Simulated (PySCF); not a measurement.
## A PySCF run on ZrSe

State: ³Δ (triplet), unpaired electrons σ ↑, δ ↑.

An equivalent input (the run itself took its basis sets from the Basis Set Exchange, started from a PBE0 density and held the occupation σ 11α 10β, πx 5α 5β, πy 5α 5β, δx 2α 1β, δy 1α 1β):

```python
from pyscf import gto, dft
mol = gto.M(atom='Zr 0 0 0; Se 0 0 2.326', basis={'Zr': 'def2-TZVPP', 'Se': 'def2-TZVPP'}, ecp={'Zr': 'def2-TZVPP'},
            charge=0, spin=2, verbose=4, symmetry='C2v')
mf = dft.UKS(mol, xc='TPSS')
mf.grids.atom_grid = (80, 434)
mf.grids.prune = dft.gen_grid.treutler_prune
mf.irrep_nelec = {'A1': (13, 11), 'A2': (1, 1), 'B1': (5, 5), 'B2': (5, 5)}
mf.conv_tol = 1e-9
mf.max_cycle = 60
mf.diis_space = 10
mf.kernel()
```

The log (some set-up lines and the per-cycle HOMO/LUMO lines removed):

```
******** <class 'pyscf.dft.uks_symm.SymAdaptedUKS'> ********
method = SymAdaptedUKS
damping factor = 0
level_shift factor = 0
DIIS = <class 'pyscf.scf.diis.CDIIS'>
diis_start_cycle = 1
diis_space = 10
diis_damp = 0
SCF conv_tol = 1e-09
SCF conv_tol_grad = None
SCF max_cycles = 60
number electrons alpha = 24  beta = 22
Set gradient conv threshold to 3.16228e-05
init E= -2448.50242757982
cycle= 1 E= -2448.50194555721  delta_E= 0.000482  |g|= 0.0815  |ddm|= 0.127
cycle= 2 E= -2448.46946228596  delta_E= 0.0325  |g|= 0.229  |ddm|= 0.261
cycle= 3 E= -2448.49986359516  delta_E= -0.0304  |g|= 0.0768  |ddm|= 0.281
cycle= 4 E= -2448.50427117384  delta_E= -0.00441  |g|= 0.00768  |ddm|= 0.0664
cycle= 5 E= -2448.50430663458  delta_E= -3.55e-05  |g|= 0.00242  |ddm|= 0.00773
cycle= 6 E= -2448.50431018145  delta_E= -3.55e-06  |g|= 0.000719  |ddm|= 0.00288
cycle= 7 E= -2448.50431062909  delta_E= -4.48e-07  |g|= 0.000143  |ddm|= 0.000945
cycle= 8 E= -2448.50431064231  delta_E= -1.32e-08  |g|= 0.000166  |ddm|= 0.000437
cycle= 9 E= -2448.50431066833  delta_E= -2.6e-08  |g|= 5.65e-06  |ddm|= 0.000284
cycle= 10 E= -2448.50431066836  delta_E= -2.55e-11  |g|= 3.5e-06  |ddm|= 1.52e-05
Extra cycle  E= -2448.50431066823  delta_E= 1.35e-10  |g|= 1.46e-05  |ddm|= 1.72e-05
converged SCF energy = -2448.50431066823  <S^2> = 2.0181613  2S+1 = 3.0120832
```

Repeating this along the bond gives Re = 2.338 Å and ωe = 360 cm⁻¹.

A point of this curve took 5.8 CPU seconds beside 1.9 for the integrals, on Intel Xeon Platinum 8259CL @ 2.50GHz (shared host).

Spin–orbit coupling is left out. With d or f electrons several states lie close, and the lowest PBE0 determinant need not be the measured ground state.
